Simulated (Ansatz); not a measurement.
Gas-phase electronic energies from Ansatz, PBE0-D4/def2-TZVP geometries. CCSD(T)/CBS adds triple-zeta CCSD(T) − MP2 to the extrapolated MP2 energy (def2 sets, frozen cores). This one scheme is used for every species. Functionals use def2-TZVPP. B3LYP here is the variant with VWN-RPA as its local correlation; programs differ in this. One conformer a species, not always the lowest.

Consider the substitution at a C–C bond: `CC[CH](F)[AlH2]` + `C=N` → `C=NCC` + `F[CH2][AlH2]`.

Question: Is it downhill or uphill in electronic energy at CCSD(T)/CBS, and by how much? (Best estimate.)

Answer: Computed: Uphill: ΔE = +16.6 kJ/mol.

Question: What do these levels give: PBE0-D4, B3LYP-D4, r2SCAN, HF/def2-TZVPP, SCS-MP2/def2-TZVPP, SCS-MP2/def2-QZVPP? (Best estimate.)

Answer: Ansatz gave: PBE0-D4 13.2, B3LYP-D4 11.5, r2SCAN 13.0, HF/def2-TZVPP 9.7, SCS-MP2/def2-TZVPP 13.8, SCS-MP2/def2-QZVPP 13.6 kJ/mol.

Largest T1 diagnostic among the species: 0.012.

The D4 term adds +3.0 kJ/mol with B3LYP and +1.7 kJ/mol with PBE0; it sums over pairs of atoms, weighted by their polarisabilities, and B3LYP, whose exchange is more repulsive, gets the larger term. In def2-TZVPP, CCSD(T) changes the Hartree–Fock value by +6.7 kJ/mol (the triples alone add +0.4 kJ/mol) and MP2 by +5.2 kJ/mol.
